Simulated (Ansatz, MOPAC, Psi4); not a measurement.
Approach curve of the dimer C2H6 ··· Li+ (SMILES CC and [Li+]) (charge +1). Monomers: optimised at B3LYP-D3(BJ) (def2-TZVP), held rigid. Orientation: lowest of the rigid-body minima from ten starts at GFN2-xTB. Only R, the distance of the centres of mass, is varied, so the lowest point isn't the relaxed dimer. The table gives interaction energies.

```csv
R / Å,A,B,C
2.22,-13.21,-15.80,4.54
2.40,-12.31,-14.46,-1.77
2.55,-11.07,-12.95,-4.12
2.72,-9.53,-11.39,-5.06
3.13,-6.20,-8.71,-4.34
3.32,-5.02,-7.27,-3.65
3.98,-2.45,-3.78,-1.81
4.56,-1.38,-2.10,-0.99
5.56,-0.59,-0.82,-0.44
6.95,-0.22,-0.28,-0.19
```

Energies in kcal/mol.

Assign the columns to these levels of theory: PBE-D3(BJ)/def2-TZVP, counterpoise-corrected (Psi4); PM6, restricted, heats of formation run with MOPAC 23.2.5; Ansatz (a first-principles code) with RHF/aug-cc-pVTZ, counterpoise-corrected.

A is RHF/aug-cc-pVTZ; B is PBE-D3(BJ)/def2-TZVP; C is PM6.
